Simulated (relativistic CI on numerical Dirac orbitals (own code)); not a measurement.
# One change at a time: Cu XIV

Base calculation: Dirac-Coulomb-Breit CI, orbitals from a KLI potential per configuration, a model potential for QED, unscaled Slater integrals.

Configuration list (outside the closed core [Ne]): 3s²3p⁴, 3s3p⁵, 3s²3p³3d, 3p⁶, 3s3p⁴3d, 3p⁵3d, 3s3p³3d², 3s²3p³4s, 3s²3p²3d4p, 3p⁵4s, 3s²3p³4p, 3p⁵4p, 3s3p³3d4s, 3s²3p²3d², 3s²3p3d³, 3s3p²3d³, 3s²3p3d²4s, 3s²3p3d²4p, 3p⁴3d², 3p³3d³, 3p³3d²4s, 3p³3d²4p. Double excitations out of closed p, d and f shells are left out; levels of such configurations are missing from the list, as are those of other unlisted configurations, and high levels can miss mixing partners.

Variants: (1) only the first 3 configurations; (2) one mean potential for all configurations. Shifts of the energy above 3s²3p⁴ ³P2, in cm⁻¹, for the lowest level and the first level of each name with at least 55 % of one term (blank where a level changes its place among those of its configuration and J or its character, or is not in the variant):

```csv
Level,Base,Δ(1),Δ(2)
3s²3p⁴ ³P2,0,0,0
3s²3p⁴ ³P0,23365,+1209,+4
3s²3p⁴ ³P1,23658,+224,+9
3s²3p⁴ ¹D2,54515,+1989,+8
3s²3p⁴ ¹S0,109768,+10806,+1
3s3p⁵ ³P°2,352551,-9158,-15
3s3p⁵ ³P°1,369115,-9027,-17
3s3p⁵ ³P°0,380531,-8927,-18
3s²3p³3d ⁵D°0,478700,-12307,-115
3s²3p³3d ⁵D°1,479151,-12317,-115
3s²3p³3d ⁵D°2,479335,-12234,-117
3s²3p³3d ⁵D°3,479759,-12142,-120
3s²3p³3d ⁵D°4,482014,-12228,-121
3s²3p³3d ³D°2,508873,-7873,-136
```

At this charge energies of transitions that change n are usually good to better than 1 %, and those within a shell (Δn = 0) to a few per cent.

Ionisation energy from the two ground configurations alone: base 434.542 eV. The NIST ASD value (semi-empirical) is 436 eV.

LS names give the leading component of a level, which can be under half, so a name can repeat, a term be missing and a line seem to break the LS rules.
